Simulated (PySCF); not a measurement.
Ionisation energy of Mo²⁺ by level of theory

Mo²⁺ [Kr] 4d4 (5D) → Mo³⁺ [Kr] 4d3 (4F), as a difference of total energies. Computed with PySCF 2.14 in def2-QZVPPD with the def2 core potential (28 electrons) (7s5p4d3f2g, 81 functions), with a scalar-relativistic core potential. Correlated levels: valence: 4s2 4p6 frozen. The calculations carry no spin-orbit coupling.

```
           method  ionisation energy (eV)
              UHF                  26.079
    MP2 (valence)                  26.635
SCS-MP2 (valence)                  26.265
   CCSD (valence)                  26.697
CCSD(T) (valence)                  26.707
```

Problem. How much does correlation contribute at CCSD(T) (valence)?

Solution. 26.707 − (26.079) = 0.628 eV, measured against UHF.

The reference lies between the lowest fine-structure levels, while these numbers refer to the centres of the terms.

Errors of the correlated levels include the incompleteness of this basis and the frozen core.

For comparison: 27.13 ± 0.12 eV (semi-empirical (NIST evaluation); NIST Atomic Spectra Database, ionization energies).
